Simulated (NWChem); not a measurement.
System: PbBr$_{2}$, singlet; SMILES [Br][Pb][Br]

NWChem input:

```
start job
memory heap 200 mb stack 700 mb global 900 mb
geometry units angstroms noautoz
  Pb     0.000000     0.000000     0.778571
  Br     2.029361     0.000000    -0.893079
  Br    -2.029361     0.000000    -0.893079
end
basis spherical
  * library def2-svpd
end
ecp
  Pb library def2-ecp
end
dft
  xc xtpss03 ctpss03
  iterations 200
  convergence diis 3
end
task dft gradient
```

Output (shortened):

```
             Northwest Computational Chemistry Package (NWChem) 7.3.0
             --------------------------------------------------------

 C2V symmetry detected

                             Geometry "geometry" -> ""
                             -------------------------

 Output coordinates in angstroms (scale by  1.889725989 to convert to a.u.)

  No.       Tag          Charge          X              Y              Z
 ---- ---------------- ---------- -------------- -------------- --------------
    1 Pb                  82.0000     0.00000000     0.00000000     0.76983882
    2 Br                  35.0000     2.02936100     0.00000000    -0.90181118
    3 Br                  35.0000    -2.02936100     0.00000000    -0.90181118

 Effective nuclear repulsion energy (a.u.)    1314.9993494348

      Symmetry information
      --------------------

 Group name             C2v
 Group number             16
 Group order               4
 No. of unique centers     2

                                 NWChem DFT Module
                                 -----------------

 Summary of "ao basis" -> "ao basis" (spherical)
 ------------------------------------------------------------------------------
       Tag                 Description            Shells   Functions and Types
 ---------------- ------------------------------  ------  ---------------------
 Pb                        def2-svpd                12       32   5s4p3d
 Br                        def2-svpd                15       41   6s5p4d

      Symmetry analysis of basis
      --------------------------

        a1         43
        a2         16
        b1         35
        b2         20

            General Information
            -------------------
          SCF calculation type: DFT
          Wavefunction type:  closed shell.
          No. of atoms     :     3
          No. of electrons :    92
           Alpha electrons :    46
            Beta electrons :    46
          Charge           :     0
          Spin multiplicity:     1
          Use of symmetry is: on ; symmetry adaption is: on
          Maximum number of iterations: 200
          AO basis - number of functions:   114
                     number of shells:    42
          Convergence on energy requested:  1.00D-06
          Convergence on density requested:  1.00D-05
          Convergence on gradient requested:  5.00D-04

              XC Information
              --------------
                  TPSS metaGGA Exchange Functional  1.000
             TPSS03 metaGGA Correlation Functional  1.000

             Grid Information
             ----------------
          Grid used for XC integration:  medium
          Radial quadrature: Mura-Knowles
          Angular quadrature: Lebedev.
          Tag              B.-S. Rad. Rad. Pts. Rad. Cut. Ang. Pts.
          ---              ---------- --------- --------- ---------
          Pb                  1.80      123          12.0       590
          Br                  1.15      112          14.0       590
          Grid pruning is: on
          Number of quadrature shells:   235
          Spatial weights used:  Erf1

      Superposition of Atomic Density Guess
      -------------------------------------

 Sum of atomic energies:       -5363.53641789

      Non-variational initial energy
      ------------------------------

 Total energy =   -5336.078497
 1-e energy   =   -8437.217071
 2-e energy   =    2631.468633
 HOMO         =      -0.314504
 LUMO         =      -0.051133

      Symmetry analysis of molecular orbitals - initial
      -------------------------------------------------

  Numbering of irreducible representations:

     1 a1          2 a2          3 b1          4 b2

  Orbital symmetries:

     1 a1          2 b1          3 b1          4 a1          5 a1
     6 b1          7 a1          8 b1          9 b2         10 a2
    11 a1         12 b1         13 a1         14 b1         15 a1
    16 b2         17 b1         18 a2         19 a1         20 b1
    21 a1         22 b2         23 a1         24 b1         25 a1
    26 b2         27 a2         28 b1         29 a1         30 b2
    31 a2         32 b1         33 b1         34 a1         35 a1
    36 a2         37 b2         38 a1         39 b1         40 a1
    41 b1         42 a1         43 b2         44 a2         45 b1
    46 a1         47 b2         48 a1         49 b1         50 a1
    51 b1         52 a1         53 b2         54 a1         55 b1
    56 a2

   convergence    iter        energy       DeltaE   RMS-Dens  Diis-err
 ---------------- ----- ----------------- --------- --------- ---------
 d= 0,ls=0.0,diis     1  -5340.3659994105 -5.81D+03  2.41D-02  7.27D-01
 d= 0,ls=0.0,diis     2  -5339.7882716261  5.78D-01  1.82D-02  3.77D+00
 d= 0,ls=0.0,diis     3  -5340.4434632307 -6.55D-01  4.02D-03  7.07D-02
  Resetting Diis
 d= 0,ls=0.0,diis     4  -5340.4577343913 -1.43D-02  9.31D-04  7.88D-03
 d= 0,ls=0.0,diis     5  -5340.4593034444 -1.57D-03  4.58D-04  4.49D-04
 d= 0,ls=0.0,diis     6  -5340.4591762045  1.27D-04  3.24D-04  1.09D-03
 d= 0,ls=0.0,diis     7  -5340.4593702149 -1.94D-04  7.70D-05  7.08D-05
 d= 0,ls=0.0,diis     8  -5340.4593812526 -1.10D-05  8.00D-06  1.93D-07
 d= 0,ls=0.0,diis     9  -5340.4593812827 -3.01D-08  2.85D-06  6.83D-08

         Total DFT energy =    -5340.459381282742
      One electron energy =    -8438.004431955851
           Coulomb energy =     2826.327253157533
    Exchange-Corr. energy =     -198.452143318285
 Nuclear repulsion energy =      469.669940833861

[...]

                         DFT ENERGY GRADIENTS

    atom               coordinates                        gradient
                 x          y          z           x          y          z
   1 Pb      0.000000   0.000000   1.454784    0.000000   0.000000  -0.007393
   2 Br      3.834936   0.000000  -1.704176   -0.004673   0.000000   0.003697
   3 Br     -3.834936   0.000000  -1.704176    0.004673   0.000000   0.003697
```

Level: TPSS/def2-SVPD with def2 effective core potentials on Pb. Low-valent species are run as closed-shell singlets; no triplet was tried in these runs. All runs use the structure optimised with PBE0/def2-SVP. def2 effective core potentials on Pb; no spin-orbit coupling.
